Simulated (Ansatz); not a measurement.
Dissociation curve of SiH, doublet.

Level of theory: full CI/aug-cc-pVDZ, frozen core (Ansatz, a quantum-chemistry and plane-wave program).

Question: Relative to R = 1.53 Å, what are the energies at R = 1.94, 2.11, 3.03, 4.59 Å?

Answer: 23.4 mEh at 1.94 Å, 38.6 mEh at 2.11 Å, 94.7 mEh at 3.03 Å, 107.5 mEh at 4.59 Å.
